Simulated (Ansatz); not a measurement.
C2H3O, charge -1, singlet, at a GFN2-xTB geometry (a gas-phase anion, which may not be bound at this level), with bond 4-1 at 1.4 times its length; Ansatz (a program for electronic structure) with SC-NEVPT2/STO-3G, CASSCF(4,3).

Here is a job for Ansatz.
Ansatz 0.2 input:
```yaml
crystal:
  periodic: [false, false, false]
  atoms:
    - {symbol: C, position_ang: [0.12758253, 0.83909514, -0.40587053]}
    - {symbol: O, position_ang: [0.01305692, -0.00449006, 0.83668314]}
    - {symbol: C, position_ang: [0.01266963, -0.63253186, -0.40519283]}
    - {symbol: H, position_ang: [-1.36076353, 1.41295795, -0.65286595]}
    - {symbol: H, position_ang: [-0.91341079, -1.19766682, -0.63989719]}
    - {symbol: H, position_ang: [0.90296421, -1.25478943, -0.60489199]}
basis:
  gaussian:
    orbitals: STO-3G
total_charge: -1
magnetization: {spin_polarized: false}
correlation: {method: sc_nevpt2, electrons: all, active_space: {window: {electrons: 4, orbitals: 3}}}
```

Question: What does Ansatz print? Leave out banner, timings and long lists.

Answer: 
```
Functional definition: HF
254 factors; integrals over basis functions are off by at most 4.1e-5 eV
mean field evaluation 1: about -4079.9078 eV, gradient 2.2e1 eV
mean field evaluation 2: about -4080.0798 eV, gradient 2.2e1 eV
mean field evaluation 4: about -4082.4240 eV, gradient 2.2e0 eV
mean field evaluation 8: about -4082.4586 eV, gradient 4.1e-4 eV
mean field -4082.45861627 eV, -150.0275869582 hartree, gradient 1.6e-6 eV, S^2 0.000000; 0 other end points of the search recorded, 0 dependent functions left out; unrestricted orbitals would lower it
reference -4082.45861627 eV, -150.0275869582 hartree; 12, 12 occupied and 6, 6 virtual orbitals, 254 factors
state -4083.57803746 eV, -150.0687249279 hartree
state -4083.57803746 eV, -150.0687249279 hartree; corrected -4086.98433671 eV, -150.1939041164 hartree
Total energy: -4086.98433671 eV, -150.1939041164 hartree
```
